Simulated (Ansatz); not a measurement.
Zn₂Te⁺. The state is a doublet with charge 1. Geometry PBE-D4/def2-TZVP; atoms count from 1.

Cartesian coordinates in Å:
```
Zn -2.116 0.331 -0.494
Zn 1.783 0.029 1.285
Te 0.333 -0.361 -0.791
```

In the def2 sets Te takes a core potential; there is no spin–orbit coupling. The structure comes from a short search, and lower isomers may exist.

(1) Estimate the Mulliken populations from the PBE0/def2-TZVP orbitals of Ansatz.

(2) Where does the spin sit?

(3) And the Mayer bond orders between bonded heavy atoms (over 0.3)?

## Answers

(1) 
| atom | charge (e) | spin (α − β) | d electrons |
| --- | --- | --- | --- |
| Zn1 | 0.49 | 0.34 | 10.03 |
| Zn2 | 0.49 | 0.34 | 10.03 |
| Te3 | 0.03 | 0.33 | – |
Mulliken values and Mayer orders depend strongly on the basis.

(2) Summed by element: Zn 0.67, Te 0.33, of 1 unpaired in all. Largest on single atoms: Zn1 0.34, Zn2 0.34, Te3 0.33.

(3) Zn1–Te3 1.09 (2.56 Å); Zn2–Te3 1.09 (2.56 Å).
